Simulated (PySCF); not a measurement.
All values below come from PBE-D3(BJ)/def2-TZVP // PBE0-D3(BJ)/def2-TZVP (PySCF). All species are isolated molecules in the gas phase. 

Reference species (SMILES): `C(F)C#C` (neutral, multiplicity 1).

```json
{
 "HOMO": "-6.92 eV",
 "dipole_moment": "1.61 D"
}
```

Changed species: `C1C=C1F`.

Problem. What does the change do to the HOMO and dipole moment?

Solution. the HOMO increases by 0.84 eV, to -6.08 eV; the dipole moment decreases by 0.63 D, to 0.98 D.
